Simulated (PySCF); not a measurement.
# Assigning NMR signals

Structure with atom numbers: `[CH3:1][C@@H:2]1[CH2:3]/[C:4]1=[CH:5]\[B:6]([OH:7])[OH:8]`; H(Xn) means a hydrogen on atom n. Ha(C3) is cis to C1 on the ring; Hb(C3) is trans to C1 on the ring.

Rapidly exchanging positions averaged, relativity neglected, gas phase, a single conformation. J: B3LYP/pcJ-1 (spin–dipole term only in couplings to heteroatoms); shielding tensors at B3LYP/pcSseg-1 (GIAO); PBE0-D3(BJ)/def2-SVP structure; PySCF 2.14.0 with density-fitted response routines.

δ = σ(ref) − σ, references computed at the same level: TMS for $^{13}$C and $^{1}$H.

**Question.** Assign these signals to the numbered atoms. $^{13}$C{$^{1}$H} NMR (computed): δ 158.9 (C), 119.5 (CH), 20.2 (CH3), 11.3 (CH), 9.4 (CH2).

**Answer.** 
| δ (ppm) | atoms | environment | reason |
| --- | --- | --- | --- |
| 158.9 | C4 | fully substituted alkene carbon | as expected for a trigonal carbon in a double bond |
| 119.5 | C5 | alkene CH | as expected for a trigonal carbon in a double bond |
| 20.2 | C1 | methyl carbon | aliphatic region, no heteroatom directly attached |
| 11.3 | C2 | three-membered-ring carbon | carbons of three-membered rings are unusually shielded |
| 9.4 | C3 | three-membered-ring carbon | – |

C2 and C3 lie closer than the usual error of such a calculation, so a measured spectrum could show them in the other order.

**Question.** Assign these signals to the numbered atoms. $^{1}$H NMR (400 MHz, computed): δ 6.21 (q, J = 2.7 Hz, 1H), 4.16 (br s, 2H), 1.32 (m, 1H), 1.17 (m, 1H), 1.16 (m, 3H), 0.51 (m, 1H).

**Answer.** 
6.21 → H(C5), hydrogen on an alkene CH: olefinic region
4.16 → H(O7)/H(O8), hydrogen on an oxygen bonded to B: exchangeable; this is the value without hydrogen bonding to other molecules
1.32 → H(C2), hydrogen on a three-membered-ring carbon: cyclopropane-type protons are shielded by the ring
1.17 → Hb(C3), hydrogen on a three-membered-ring carbon
1.16 → H(C1), hydrogen on a methyl carbon
0.51 → Ha(C3), hydrogen on a three-membered-ring carbon: cyclopropane-type protons are shielded by the ring

Hb(C3) and H(C1) lie closer than the usual error of such a calculation, so a measured spectrum could show them in the other order.

OH and NH positions are those of a molecule without intermolecular hydrogen bonds; in solution they move with solvent, concentration and temperature, and exchange usually removes their couplings. A carbon bonded to boron is broadened by the quadrupolar boron nucleus and is often missing from a measured spectrum. Splittings below 1 Hz are ignored in the labels, and close J values are merged. Unscaled 3J(H,H) at this level run about 10 % above measured values. Shifts are as computed. Against solution values, carbons near 30 ppm lie about +2 ppm off and those near 130 ppm about +6 ppm. Of 1313 compounds with measured shifts, 239 miss one by over three times the rms of a fit or turn the order of signals round; such compounds aren't used in these exercises.
